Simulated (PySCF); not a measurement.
F4Te (SMILES F[Te](F)(F)F), singlet, geometry from GFN2-xTB (core potentials on Te), with bond 2-1 at 1.3 times its length; PySCF with SVWN5/def2-SVP.

The PySCF input:
```python
from pyscf import gto, scf, dft

mol = gto.Mole()
mol.atom = '''
    Te   -0.005252   -0.001647    0.346673
    F     1.333488    1.838943   -0.726227
    F     1.419325   -1.014789   -0.484197
    F    -1.009376   -1.409432   -0.522865
    F    -1.404153    1.019549   -0.517302
'''
mol.basis = 'def2-svp'
mol.ecp = {'Te': 'def2-svp'}
mol.charge = 0
mol.spin = 0
mol.verbose = 4
mol.build()

mf = dft.RKS(mol)
mf.xc = 'lda,vwn'
mf.level_shift = 1.0
mf.max_cycle = 100
mf.kernel()
mf.analyze()
```

What the program printed (banner, timings and long lists left out):

```
PySCF version 2.14.0

[INPUT] verbose = 4
[INPUT] num. atoms = 5
[INPUT] num. electrons = 60
[INPUT] charge = 0
[INPUT] spin (= nelec alpha-beta = 2S) = 0
[INPUT] symmetry False subgroup None
[INPUT] Mole.unit = angstrom
[INPUT] Symbol           X                Y                Z      unit          X                Y                Z       unit  Magmom
[...]
nuclear repulsion = 310.352938933316
number of shells = 34
number of NR pGTOs = 157
number of NR cGTOs = 82
basis = def2-svp
ecp = {'Te': 'def2-svp'}

******** <class 'pyscf.dft.rks.RKS'> ********
method = RKS
initial guess = minao
damping factor = 0
level_shift factor = 1.0
DIIS = <class 'pyscf.scf.diis.CDIIS'>
diis_start_cycle = 1
diis_space = 8
diis_damp = 0
SCF conv_tol = 1e-09
SCF conv_tol_grad = None
SCF max_cycles = 100
direct_scf = True
direct_scf_tol = 1e-13
XC library pyscf.dft.libxc version 7.1.2
    S. Lehtola, C. Steigemann, M. J. T. Oliveira, and M. A. L. Marques,  SoftwareX 7, 1–5 (2018)
XC functionals = lda,vwn
    P. A. M. Dirac,  Math. Proc. Cambridge Philos. Soc. 26, 376 (1930)
    F. Bloch,  Z. Phys. 57, 545 (1929)
    S. H. Vosko, L. Wilk, and M. Nusair,  Can. J. Phys. 58, 1200 (1980)
radial grids:
    Treutler-Ahlrichs [JCP 102, 346 (1995); DOI:10.1063/1.469408] (M4) radial grids

becke partition: Becke, JCP 88, 2547 (1988); DOI:10.1063/1.454033
pruning grids: <function nwchem_prune>
grids dens level: 3
symmetrized grids: False
atomic radii adjust function: <function treutler_atomic_radii_adjust>
small_rho_cutoff = 0
Set gradient conv threshold to 3.16228e-05
Initial guess from minao.
tot grids = 79008
init E= -636.638944902297
[...]
cycle= 1 E= -663.771739668179  delta_E= -27.1  |g|= 1.55  |ddm|= 6.97
[...]
cycle= 2 E= -664.078090754707  delta_E= -0.306  |g|= 0.364  |ddm|= 1.21
[...]
cycle= 3 E= -664.100318659529  delta_E= -0.0222  |g|= 0.119  |ddm|= 0.295
[...]
cycle= 4 E= -664.104931962617  delta_E= -0.00461  |g|= 0.064  |ddm|= 0.143
[...]
cycle= 5 E= -664.106458269361  delta_E= -0.00153  |g|= 0.0337  |ddm|= 0.083
[...]
cycle= 6 E= -664.107004510739  delta_E= -0.000546  |g|= 0.0222  |ddm|= 0.052
[...]
cycle= 7 E= -664.107244095713  delta_E= -0.00024  |g|= 0.0144  |ddm|= 0.034
[...]
cycle= 8 E= -664.107353411255  delta_E= -0.000109  |g|= 0.0101  |ddm|= 0.022
[...]
cycle= 9 E= -664.107407725326  delta_E= -5.43e-05  |g|= 0.00746  |ddm|= 0.0149
[...]
cycle= 10 E= -664.107436237161  delta_E= -2.85e-05  |g|= 0.00576  |ddm|= 0.0104
[...]
[...]
[...]
cycle= 38 E= -664.107479468217  delta_E= -7.13e-09  |g|= 0.000164  |ddm|= 8.86e-05
[...]
cycle= 39 E= -664.10747947438  delta_E= -6.16e-09  |g|= 0.000146  |ddm|= 8.11e-05
[...]
cycle= 40 E= -664.107479479396  delta_E= -5.02e-09  |g|= 0.000131  |ddm|= 7.4e-05
[...]
cycle= 41 E= -664.107479483351  delta_E= -3.95e-09  |g|= 0.000121  |ddm|= 6.71e-05
[...]
cycle= 42 E= -664.107479486694  delta_E= -3.34e-09  |g|= 0.000111  |ddm|= 6.12e-05
[...]
cycle= 43 E= -664.107479489479  delta_E= -2.78e-09  |g|= 0.000102  |ddm|= 5.58e-05
[...]
cycle= 44 E= -664.107479491865  delta_E= -2.39e-09  |g|= 9.24e-05  |ddm|= 5.05e-05
[...]
cycle= 45 E= -664.107479493885  delta_E= -2.02e-09  |g|= 8.24e-05  |ddm|= 4.59e-05
[...]
cycle= 46 E= -664.107479495572  delta_E= -1.69e-09  |g|= 7.38e-05  |ddm|= 4.23e-05
[...]
cycle= 47 E= -664.107479496957  delta_E= -1.39e-09  |g|= 6.75e-05  |ddm|= 3.89e-05
[...]
cycle= 48 E= -664.107479498097  delta_E= -1.14e-09  |g|= 6.29e-05  |ddm|= 3.59e-05
[...]
cycle= 49 E= -664.107479499055  delta_E= -9.58e-10  |g|= 5.83e-05  |ddm|= 3.26e-05
[...]
cycle= 50 E= -664.107479499874  delta_E= -8.19e-10  |g|= 5.37e-05  |ddm|= 3.01e-05
[...]
cycle= 51 E= -664.107479500581  delta_E= -7.07e-10  |g|= 4.88e-05  |ddm|= 2.73e-05
[...]
cycle= 52 E= -664.107479501174  delta_E= -5.93e-10  |g|= 4.43e-05  |ddm|= 2.5e-05
[...]
cycle= 53 E= -664.107479501675  delta_E= -5.01e-10  |g|= 4.05e-05  |ddm|= 2.32e-05
[...]
cycle= 54 E= -664.107479502096  delta_E= -4.21e-10  |g|= 3.74e-05  |ddm|= 2.14e-05
[...]
cycle= 55 E= -664.107479502451  delta_E= -3.54e-10  |g|= 3.46e-05  |ddm|= 1.98e-05
[...]
cycle= 56 E= -664.107479502753  delta_E= -3.02e-10  |g|= 3.2e-05  |ddm|= 1.82e-05
[...]
cycle= 57 E= -664.107479503021  delta_E= -2.68e-10  |g|= 2.91e-05  |ddm|= 1.67e-05
[...]
Extra cycle  E= -664.107479500386  delta_E= 2.63e-09  |g|= 0.000129  |ddm|= 0.000309
converged SCF energy = -664.107479500386
**** SCF Summaries ****
Total Energy =                        -664.107479500386489
Nuclear Repulsion Energy =             310.352938933316352
One-electron Energy =                -1641.760043057380699
Two-electron Energy =                  667.299624623677801
Two-electron Coulomb Energy =          726.884639972381706
DFT Exchange-Correlation Energy =      -59.585015348703855
HOMO-LUMO gap [eV] =                     1.924473149421734
**** MO energy ****
[...]
Dipole moment(X, Y, Z, Debye): -1.17591, -1.55784,  4.56140
```
